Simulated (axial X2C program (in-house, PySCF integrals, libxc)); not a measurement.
**Ionising the radicals of a process plasma**

Calculated with an in-house relativistic program for diatomic molecules, spin-free (one-electron X2C) or two-component (2c: spin–orbit coupling with atomic mean-field Coulomb and Gaunt terms, which also bring small scalar terms), in Dyall basis sets with cores contracted in-house; open shells are unrestricted.

Level CCSD(T), spin-free. Basis sets: Al dyall-v3z, B dyall-v3z, Br dyall-cv3z, Cl dyall-av3z, Co dyall-cv3z, H dyall-v3z, P dyall-v3z, Si dyall-v3z, Sn dyall-cv3z, Te dyall-cv3z, W dyall-cv3z, Zr dyall-cv3z. Frozen shells (counts by l): ZrBr Zr 4s3p1d, Br 3s2p1d, 11 electrons correlated; SnCl Sn 4s3p2d, Cl 2s1p, 11 electrons correlated; SiBr Br 3s2p1d, Si 2s1p, 11 electrons correlated; CoH Co 3s2p, H none, 10 electrons correlated; WP W 5s4p2d1f, P 2s1p, 11 electrons correlated; AlTe Te 4s3p2d, Al 2s1p, 9 electrons correlated; PBr Br 3s2p1d, P 2s1p, 12 electrons correlated; BBr Br 3s2p1d, B 1s, 10 electrons correlated; BCl Cl 2s1p, B 1s, 10 electrons correlated. Coupled cluster in natural virtuals with an MP2 remainder. Where the outer core of a metal is frozen, bonds come out longer and ionisation energies lower.

```json
{"species": "ZrBr", "state": "M_S = 3/2, Λ = 0", "ion state": "M_S = 1, Λ = 2", "adiabatic IE with zero-point terms (eV)": "6.24", "D0 (eV)": "n/a", "D0 of the ion (eV)": "n/a"}
{"species": "SnCl", "state": "M_S = 1/2, Λ = 1", "ion state": "M_S = 0, Λ = 0", "adiabatic IE with zero-point terms (eV)": "6.94", "D0 (eV)": "3.75", "D0 of the ion (eV)": "4.02"}
{"species": "SiBr", "state": "M_S = 1/2, Λ = 1", "ion state": "M_S = 0, Λ = 0", "adiabatic IE with zero-point terms (eV)": "7.19", "D0 (eV)": "3.59", "D0 of the ion (eV)": "4.50"}
{"species": "CoH", "state": "M_S = 1, Λ = 2", "ion state": "M_S = 3/2, Λ = 0", "adiabatic IE with zero-point terms (eV)": "7.76", "D0 (eV)": "n/a", "D0 of the ion (eV)": "n/a"}
{"species": "WP", "state": "M_S = 3/2, Λ = 0", "ion state": "M_S = 1, Λ = 2", "adiabatic IE with zero-point terms (eV)": "8.03", "D0 (eV)": "n/a", "D0 of the ion (eV)": "n/a"}
{"species": "AlTe", "state": "M_S = 1/2, Λ = 0", "ion state": "M_S = 1, Λ = 1", "adiabatic IE with zero-point terms (eV)": "8.17", "D0 (eV)": "2.90", "D0 of the ion (eV)": "0.67"}
{"species": "PBr", "state": "M_S = 1, Λ = 0", "ion state": "M_S = 1/2, Λ = 1", "adiabatic IE with zero-point terms (eV)": "8.99", "D0 (eV)": "2.54", "D0 of the ion (eV)": "4.01"}
{"species": "BBr", "state": "M_S = 0, Λ = 0", "ion state": "M_S = 1/2, Λ = 0", "adiabatic IE with zero-point terms (eV)": "9.63", "D0 (eV)": "4.37", "D0 of the ion (eV)": "2.95"}
{"species": "BCl", "state": "M_S = 0, Λ = 0", "ion state": "M_S = 1/2, Λ = 0", "adiabatic IE with zero-point terms (eV)": "9.96", "D0 (eV)": "5.12", "D0 of the ion (eV)": "3.37"}
```

(1) Which of these can a metastable argon atom (³P2, 11.55 eV, NIST) ionise on energy grounds?

(2) Which of these can a metastable xenon atom (³P2, 8.32 eV, NIST) ionise on energy grounds?

(3) Give the threshold for dissociative ionisation to the lowest fragments, IE + D0(ion).

Each entry is the lowest single determinant of a limited PBE0 search at one distance. De goes to single-determinant-based atoms at the same level (for ions the charge split of lowest energy) and is withheld (n/a) where an atom does not fit its ground term or J level. Main or longest-lived isotopes. One determinant is a doubtful description, or other states lie close, for ZrBr, ZrBr⁺, CoH, CoH⁺, WP, WP⁺, AlTe⁺, PBr; these need not be ground states, and all values refer to the states named. These values were not checked against measured ones; errors of some tenths of an eV are usual, and D0 of doubtful transition-metal species is not given. Spin-free thresholds lack the spin–orbit lowering of heavy atomic ions, up to half an eV for Sn⁺ or Sb⁺.

## Answers

(1) At CCSD(T), spin-free, IE lies below 11.55 eV for ZrBr, SnCl, SiBr, CoH, WP, AlTe, PBr, BBr, BCl.

(2) At CCSD(T), spin-free, IE lies below 8.32 eV for ZrBr, SnCl, SiBr, CoH, WP, AlTe. Within the error of the method (some tenths of an eV) the answer is open for WP, AlTe.

(3) At CCSD(T), spin-free: SnCl → Sn+ + Cl: 10.96 eV; SiBr → Br + Si+: 11.69 eV; AlTe → Te + Al+: 8.84 eV; PBr → Br + P+: 13.00 eV; BBr → Br + B+: 12.58 eV; BCl → Cl + B+: 13.33 eV.
